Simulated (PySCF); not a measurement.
Molecular orbitals of CeSi

B2PLYP at R = 2.544 Å; Ce x2c-SVPall, Si x2c-SVPall; spin-free X2C with a Gaussian nucleus (PySCF 2.14). State: quintet, about 1.1 electrons in the 4f shell (Mulliken), real f orbitals that mix terms. Only the outer orbitals are listed, counted within each symmetry.

```tsv
spin	orbital	occ.	ε (eV)	on Ce (%)	main shells (%)
α	15σ	1	-12.79	17	83 Si s
α	3δ	1	-9.70	100	100 Ce f
α	16σ	1	-6.00	35	59 Si p, 26 Ce d
α	8π	1	-5.88	41	58 Si p, 35 Ce d
α	8π	1	-5.24	52	47 Ce d, 47 Si p
α	17σ	1	-4.54	98	69 Ce s, 22 Ce d
α	3δ	0	-0.66	97	78 Ce d, 12 Ce p
α	4δ	0	-0.65	100	100 Ce d
α	9π	0	-0.61	92	55 Ce p, 36 Ce d, 8 Si p
β	14σ	1	-25.29	98	98 Ce p
β	15σ	1	-10.77	14	86 Si s
β	8π	1	-4.78	42	58 Si p, 36 Ce d
β	16σ	0	-1.44	86	71 Ce s, 14 Ce p, 13 Si p
β	8π	0	-0.99	54	51 Ce d, 46 Si p
β	17σ	0	-0.67	70	56 Ce d, 25 Si p, 12 Ce s
```

Question: Which are the highest filled and the lowest empty level, where do they sit, and how wide is the gap?

Answer: Highest filled α 17σ at -4.54 eV (in %: 69 Ce s, 22 Ce d); lowest empty β 16σ at -1.44 eV (in %: 71 Ce s, 14 Ce p, 13 Si p); the gap at B2PLYP is 3.10 eV.

```json
{
  "bond order (Mayer)": "2.31",
  "⟨S²⟩": "6.022",
  "charge on Ce (Mulliken, basis-dependent)": "0.07",
  "charge on Ce (Löwdin, basis-dependent)": "-0.20",
  "dipole moment (positive dipole means Ce(−)Si(+))": "-4.78 D"
}
```

Correlated steps freeze 23 core orbitals. Spin–orbit coupling is left out. B2PLYP dipoles, levels and charges come from its SCF part alone. With d or f electrons several states lie close, and the lowest PBE0 determinant need not be the measured ground state.
